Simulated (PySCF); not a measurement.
Record of a relaxation.

Sb(SMe)3, C₃H₉S₃Sb.
Bonds: Sb1–S2, Sb1–S7, Sb1–S12, S2–C3, S7–C8, S12–C13. Hydrogens: H4, H5, H6 on C3; H9, H10, H11 on C8; H14, H15, H16 on C13.

Method: PBE0-D3(BJ)/def2-SVP geometry optimisation, gas phase, def2 core potentials past Kr in PySCF; density fitting, grid level 1; the optimiser is geomeTRIC in internal coordinates, started from a GFN2-xTB structure with every atom displaced at random (about 0.03 Å). 6 of its 18 geometries are shown. The frame can shift and turn from step to step; on so coarse a grid that alone can change the energy by a few meV, and forces under 0.02 eV/Å are noise.

Step 0: E = -42275.2640 eV, largest atomic force 5.802 eV/Å
```
atom  x, y, z in Å  |  force x, y, z in eV/Å
Sb1     0.078   -0.074    1.215   -0.682   0.961   0.177
S2      1.802    1.034   -0.119   -0.312   0.466  -0.038
C3      2.977   -0.304   -0.136    3.315   1.816   1.840
H4      3.535   -0.429    0.880   -1.139  -0.064  -1.398
H5      3.819   -0.002   -0.816   -0.696  -0.186   0.170
H6      2.563   -1.194   -0.483   -0.841  -2.052  -0.694
S7     -1.803    1.056   -0.037    0.350  -0.155   0.262
C8     -1.202    2.795   -0.095   -4.242  -0.565   3.918
H9     -1.260    3.214    0.979    0.355  -0.346  -1.601
H10    -1.957    3.307   -0.682   -0.064   0.357  -0.434
H11    -0.279    2.806   -0.484    3.936   0.427  -1.774
S12     0.002   -2.105   -0.051   -0.955  -0.856  -0.516
C13    -1.875   -2.452   -0.055    2.716  -2.456   2.083
H14    -2.138   -2.739    1.004   -0.048   0.296  -0.971
H15    -1.944   -3.362   -0.689   -0.314   0.661   0.029
H16    -2.354   -1.585   -0.366   -1.378   1.696  -1.052
```

Step 3: E = -42276.0181 eV, largest atomic force 0.213 eV/Å
```
atom  x, y, z in Å  |  force x, y, z in eV/Å
Sb1     0.092   -0.040    1.399   -0.003  -0.037  -0.031
S2      1.793    1.082    0.013    0.018   0.042   0.011
C3      2.979   -0.286   -0.154   -0.086  -0.070  -0.059
H4      3.431   -0.564    0.809    0.032   0.013  -0.014
H5      3.765    0.079   -0.829    0.043   0.003   0.028
H6      2.504   -1.165   -0.618    0.007   0.047   0.021
S7     -1.867    1.016    0.339   -0.007   0.004   0.058
C8     -1.221    2.668   -0.048    0.091   0.025  -0.163
H9     -0.979    3.246    0.854   -0.012   0.004   0.001
H10    -2.026    3.183   -0.594   -0.016   0.002   0.045
H11    -0.342    2.609   -0.711   -0.058  -0.017   0.082
S12     0.018   -2.161    0.124    0.046  -0.015   0.071
C13    -1.771   -2.374   -0.079   -0.131   0.017  -0.167
H14    -2.290   -2.532    0.878    0.014  -0.003   0.007
H15    -1.905   -3.272   -0.700    0.032  -0.024   0.043
H16    -2.216   -1.522   -0.616    0.030   0.009   0.067
```

Step 7: E = -42276.1636 eV, largest atomic force 0.145 eV/Å
```
atom  x, y, z in Å  |  force x, y, z in eV/Å
Sb1     0.280   -0.022    2.004    0.026  -0.053   0.061
S2      1.818    1.086    0.422    0.018  -0.043  -0.071
C3      2.718   -0.348   -0.250    0.015   0.098   0.053
H4      3.301   -0.866    0.524    0.006  -0.009   0.002
H5      3.415    0.061   -0.996   -0.021  -0.003  -0.025
H6      2.029   -1.057   -0.726    0.001  -0.025   0.008
S7     -1.761    1.161    1.330    0.016   0.097   0.107
C8     -1.273    2.167   -0.099   -0.031  -0.010  -0.061
H9     -0.551    2.946    0.177   -0.005  -0.021   0.003
H10    -2.199    2.648   -0.447   -0.013  -0.022  -0.015
H11    -0.848    1.555   -0.905   -0.004   0.019  -0.003
S12    -0.067   -2.142    0.792   -0.039  -0.033   0.037
C13    -1.503   -1.835   -0.270   -0.065   0.024  -0.046
H14    -2.417   -1.677    0.319    0.044   0.013   0.012
H15    -1.623   -2.742   -0.880    0.019   0.006  -0.026
H16    -1.353   -0.969   -0.928    0.032  -0.039  -0.036
```

Step 10: E = -42276.3066 eV, largest atomic force 0.281 eV/Å
```
atom  x, y, z in Å  |  force x, y, z in eV/Å
Sb1     0.355    0.041    2.044    0.071  -0.105  -0.018
S2      1.592    0.860    0.085   -0.169   0.168  -0.079
C3      2.677   -0.550   -0.245    0.058  -0.228   0.070
H4      3.461   -0.654    0.517    0.060   0.051  -0.005
H5      3.148   -0.346   -1.217    0.027  -0.010  -0.008
H6      2.117   -1.498   -0.305   -0.053   0.118  -0.009
S7     -1.622    1.423    1.646   -0.033   0.012  -0.146
C8     -1.455    2.175   -0.007   -0.046  -0.138   0.004
H9     -0.647    2.914   -0.027    0.029   0.073  -0.004
H10    -2.417    2.677   -0.186    0.031   0.036   0.013
H11    -1.288    1.436   -0.804    0.006  -0.017   0.118
S12    -0.343   -2.110    1.089    0.001  -0.051   0.044
C13    -1.267   -1.649   -0.404    0.270  -0.062  -0.046
H14    -2.133   -1.033   -0.135   -0.079   0.075  -0.039
H15    -1.596   -2.593   -0.860   -0.112  -0.003   0.014
H16    -0.617   -1.129   -1.126   -0.062   0.080   0.093
```

Step 14: E = -42276.3311 eV, largest atomic force 0.026 eV/Å
```
atom  x, y, z in Å  |  force x, y, z in eV/Å
Sb1     0.392   -0.032    1.963    0.009  -0.003   0.006
S2      1.481    0.816   -0.067    0.004  -0.002  -0.007
C3      2.744   -0.484   -0.235   -0.021   0.008  -0.012
H4      3.534   -0.387    0.524    0.007  -0.007   0.005
H5      3.191   -0.356   -1.230    0.006   0.007   0.001
H6      2.282   -1.481   -0.178    0.005   0.007   0.005
S7     -1.638    1.303    1.643   -0.007  -0.001  -0.006
C8     -1.478    2.119    0.027   -0.003  -0.002  -0.011
H9     -0.684    2.877    0.035    0.003  -0.001  -0.002
H10    -2.444    2.616   -0.142    0.000   0.001   0.001
H11    -1.293    1.403   -0.784   -0.007   0.006   0.014
S12    -0.341   -2.179    1.030   -0.001  -0.003   0.006
C13    -1.298   -1.633   -0.413    0.008   0.006  -0.002
H14    -2.129   -0.989   -0.090    0.001  -0.002   0.001
H15    -1.699   -2.535   -0.895    0.001  -0.006  -0.001
H16    -0.655   -1.091   -1.122   -0.004  -0.007   0.004
```

Step 17: E = -42276.3316 eV, largest atomic force 0.026 eV/Å
```
atom  x, y, z in Å  |  force x, y, z in eV/Å
Sb1     0.398   -0.007    1.951   -0.003   0.004   0.004
S2      1.453    0.832   -0.102   -0.009   0.001   0.002
C3      2.743   -0.442   -0.248    0.009  -0.013  -0.004
H4      3.515   -0.337    0.528    0.001   0.006  -0.003
H5      3.211   -0.299   -1.232    0.002   0.002  -0.001
H6      2.301   -1.449   -0.205   -0.004   0.004  -0.001
S7     -1.662    1.285    1.635    0.008   0.008  -0.004
C8     -1.508    2.120    0.029   -0.012  -0.012  -0.003
H9     -0.701    2.865    0.035    0.000   0.002  -0.005
H10    -2.468    2.635   -0.121    0.000   0.003   0.001
H11    -1.347    1.410   -0.792    0.002  -0.001  -0.003
S12    -0.309   -2.178    1.060    0.001  -0.004  -0.002
C13    -1.268   -1.680   -0.399    0.019  -0.016   0.005
H14    -2.110   -1.041   -0.095   -0.004   0.004   0.000
H15    -1.652   -2.600   -0.861   -0.006   0.002   0.007
H16    -0.630   -1.147   -1.119   -0.004   0.008   0.008
```

Q: Summarise the path.

A: The energy falls by 24.62 kcal/mol from step 0 to step 17; nine tenths of that is first reached at step 9. It falls at every step. The largest force goes from 5.802 to 0.026 eV/Å. Among the bonds C8–H11 changes most, from 1.002 to 1.097 Å; the atoms move by 1.165 Å rms after alignment.

Q: Follow the three bonds and two angles with the largest change from start to end.

A: 
```json
{"step": "0", "E above end (kcal/mol)": "24.62", "largest force (eV/Å)": "5.802", "C8–H11 (Å)": "1.002", "S12–C13 (Å)": "1.909", "Sb1–S7 (Å)": "2.526", "H15–C13–H16 (°)": "119.0", "H4–C3–H5 (°)": "101.4"}
{"step": "1", "E above end (kcal/mol)": "8.60", "largest force (eV/Å)": "1.011", "C8–H11 (Å)": "1.096", "S12–C13 (Å)": "1.855", "Sb1–S7 (Å)": "2.462", "H15–C13–H16 (°)": "113.0", "H4–C3–H5 (°)": "105.4"}
{"step": "2", "E above end (kcal/mol)": "7.56", "largest force (eV/Å)": "0.265", "C8–H11 (Å)": "1.102", "S12–C13 (Å)": "1.826", "Sb1–S7 (Å)": "2.458", "H15–C13–H16 (°)": "109.7", "H4–C3–H5 (°)": "108.1"}
{"step": "3", "E above end (kcal/mol)": "7.23", "largest force (eV/Å)": "0.213", "C8–H11 (Å)": "1.102", "S12–C13 (Å)": "1.813", "Sb1–S7 (Å)": "2.465", "H15–C13–H16 (°)": "107.9", "H4–C3–H5 (°)": "109.1"}
{"step": "4", "E above end (kcal/mol)": "6.90", "largest force (eV/Å)": "0.409", "C8–H11 (Å)": "1.101", "S12–C13 (Å)": "1.806", "Sb1–S7 (Å)": "2.468", "H15–C13–H16 (°)": "107.4", "H4–C3–H5 (°)": "109.4"}
{"step": "5", "E above end (kcal/mol)": "6.31", "largest force (eV/Å)": "0.376", "C8–H11 (Å)": "1.097", "S12–C13 (Å)": "1.806", "Sb1–S7 (Å)": "2.473", "H15–C13–H16 (°)": "108.2", "H4–C3–H5 (°)": "109.1"}
{"step": "6", "E above end (kcal/mol)": "5.04", "largest force (eV/Å)": "0.265", "C8–H11 (Å)": "1.092", "S12–C13 (Å)": "1.810", "Sb1–S7 (Å)": "2.471", "H15–C13–H16 (°)": "110.0", "H4–C3–H5 (°)": "108.2"}
{"step": "7", "E above end (kcal/mol)": "3.87", "largest force (eV/Å)": "0.145", "C8–H11 (Å)": "1.098", "S12–C13 (Å)": "1.813", "Sb1–S7 (Å)": "2.453", "H15–C13–H16 (°)": "109.4", "H4–C3–H5 (°)": "108.4"}
{"step": "8", "E above end (kcal/mol)": "2.53", "largest force (eV/Å)": "0.327", "C8–H11 (Å)": "1.105", "S12–C13 (Å)": "1.818", "Sb1–S7 (Å)": "2.440", "H15–C13–H16 (°)": "108.1", "H4–C3–H5 (°)": "108.9"}
{"step": "9", "E above end (kcal/mol)": "1.77", "largest force (eV/Å)": "0.514", "C8–H11 (Å)": "1.106", "S12–C13 (Å)": "1.819", "Sb1–S7 (Å)": "2.432", "H15–C13–H16 (°)": "107.0", "H4–C3–H5 (°)": "109.3"}
{"step": "10", "E above end (kcal/mol)": "0.57", "largest force (eV/Å)": "0.281", "C8–H11 (Å)": "1.100", "S12–C13 (Å)": "1.815", "Sb1–S7 (Å)": "2.445", "H15–C13–H16 (°)": "108.1", "H4–C3–H5 (°)": "109.0"}
{"step": "11", "E above end (kcal/mol)": "0.13", "largest force (eV/Å)": "0.117", "C8–H11 (Å)": "1.095", "S12–C13 (Å)": "1.814", "Sb1–S7 (Å)": "2.450", "H15–C13–H16 (°)": "109.3", "H4–C3–H5 (°)": "108.7"}
{"step": "12", "E above end (kcal/mol)": "0.04", "largest force (eV/Å)": "0.058", "C8–H11 (Å)": "1.096", "S12–C13 (Å)": "1.815", "Sb1–S7 (Å)": "2.454", "H15–C13–H16 (°)": "109.7", "H4–C3–H5 (°)": "108.6"}
{"step": "13", "E above end (kcal/mol)": "0.02", "largest force (eV/Å)": "0.029", "C8–H11 (Å)": "1.097", "S12–C13 (Å)": "1.815", "Sb1–S7 (Å)": "2.451", "H15–C13–H16 (°)": "109.7", "H4–C3–H5 (°)": "108.7"}
{"step": "14", "E above end (kcal/mol)": "0.01", "largest force (eV/Å)": "0.026", "C8–H11 (Å)": "1.098", "S12–C13 (Å)": "1.815", "Sb1–S7 (Å)": "2.450", "H15–C13–H16 (°)": "109.6", "H4–C3–H5 (°)": "108.8"}
{"step": "15", "E above end (kcal/mol)": "0.00", "largest force (eV/Å)": "0.028", "C8–H11 (Å)": "1.098", "S12–C13 (Å)": "1.815", "Sb1–S7 (Å)": "2.450", "H15–C13–H16 (°)": "109.5", "H4–C3–H5 (°)": "108.8"}
{"step": "16", "E above end (kcal/mol)": "0.00", "largest force (eV/Å)": "0.037", "C8–H11 (Å)": "1.098", "S12–C13 (Å)": "1.816", "Sb1–S7 (Å)": "2.451", "H15–C13–H16 (°)": "109.4", "H4–C3–H5 (°)": "108.8"}
{"step": "17", "E above end (kcal/mol)": "0.00", "largest force (eV/Å)": "0.026", "C8–H11 (Å)": "1.097", "S12–C13 (Å)": "1.816", "Sb1–S7 (Å)": "2.452", "H15–C13–H16 (°)": "109.5", "H4–C3–H5 (°)": "108.7"}
```

What follows is the cost of the whole optimisation. On one thread, Arm Neoverse N1 (aarch64), on a shared host, this took 8.1 min wall and 0.72 GiB of memory at its peak.
